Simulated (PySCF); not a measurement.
SMILES Cc1cccc(-c2cccs2)c1 (C₁₁H₁₀S), GFN2-xTB optimised geometry.

```
22

C      3.58    -1.13     0.01
C      2.10    -1.38     0.00
C      1.61    -2.68     0.00
C      0.24    -2.91     0.00
C     -0.65    -1.85     0.00
C     -0.18    -0.54     0.00
C     -1.09     0.59     0.00
C     -2.46     0.59     0.00
C     -3.03     1.88     0.00
C     -2.09     2.86     0.00
S     -0.49     2.22     0.00
C      1.20    -0.32     0.00
H      4.08    -1.78    -0.70
H      3.98    -1.34     1.00
H      3.80    -0.09    -0.24
H      2.30    -3.51     0.00
H     -0.13    -3.92     0.00
H     -1.71    -2.05     0.00
H     -3.06    -0.31     0.00
H     -4.08     2.07     0.00
H     -2.23     3.92     0.00
H      1.57     0.69     0.00
```

Density from PBE/def2-SVP (PySCF) at that geometry.

Minimum of the electron density along straight lines between bonded atoms, close to the bond critical point (lines longer than 1.1 times the sum of covalent radii, or with two minima, are not listed):

| bond | length / Å | ρ at the minimum / e bohr⁻³ | ∇²ρ there / e bohr⁻⁵ | position (fraction from the first atom) |
|---|---|---|---|---|
| C1–C2 | 1.499 | 0.253 | -0.57 | 0.50 |
| C2–C3 | 1.391 | 0.306 | -0.75 | 0.50 |
| C3–C4 | 1.383 | 0.309 | -0.77 | 0.50 |
| C4–C5 | 1.381 | 0.310 | -0.77 | 0.50 |
| C5–C6 | 1.396 | 0.302 | -0.73 | 0.50 |
| C6–C7 | 1.449 | 0.274 | -0.64 | 0.49 |
| C7–C8 | 1.369 | 0.315 | -0.76 | 0.51 |
| C8–C9 | 1.409 | 0.295 | -0.70 | 0.50 |
| C9–C10 | 1.357 | 0.321 | -0.79 | 0.49 |
| C7–S11 | 1.743 | 0.205 | -0.40 | 0.46 |
| C10–S11 | 1.716 | 0.215 | -0.45 | 0.47 |
| C2–C12 | 1.384 | 0.309 | -0.76 | 0.50 |
| C6–C12 | 1.396 | 0.303 | -0.73 | 0.50 |
| C1–H13 | 1.088 | 0.273 | -0.99 | 0.63 |
| C1–H14 | 1.090 | 0.271 | -0.97 | 0.63 |
| C1–H15 | 1.087 | 0.275 | -1.00 | 0.63 |
| C3–H16 | 1.080 | 0.280 | -1.04 | 0.63 |
| C4–H17 | 1.080 | 0.281 | -1.05 | 0.63 |
| C5–H18 | 1.078 | 0.282 | -1.05 | 0.63 |
| C8–H19 | 1.075 | 0.282 | -1.06 | 0.63 |
| C9–H20 | 1.076 | 0.281 | -1.06 | 0.63 |
| C10–H21 | 1.072 | 0.283 | -1.09 | 0.64 |
| C12–H22 | 1.081 | 0.280 | -1.03 | 0.63 |
